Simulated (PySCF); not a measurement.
**Excitation energy of Pd+ by level of theory**

Pd+ [Kr] 4d9 (2D) → Pd+ [Kr] 4d8 5s1 (4F), as a difference of total energies. Computed with PySCF 2.14 in x2c-QZVPPall, with scalar relativity by spin-free X2C-1e. Correlated levels: valence: [Kr] frozen; valence and next inner shell: [Ar] 3d10 frozen. The calculations carry no spin-orbit coupling.

**Question.** Order these methods by the excitation energy they give, lowest first.
A. PBE
B. r2SCAN
C. UHF
D. LDA

**Answer.** C (2.344 eV), B (2.797 eV), A (3.086 eV), D (3.254 eV).

Errors of the correlated levels include the incompleteness of this basis and the frozen core.

The basis was made for the ground configuration and has no added diffuse functions, so the excitation energy can come out too high.

For comparison: 3.194 eV (measured; NIST levels, between the centres of gravity of the two terms).
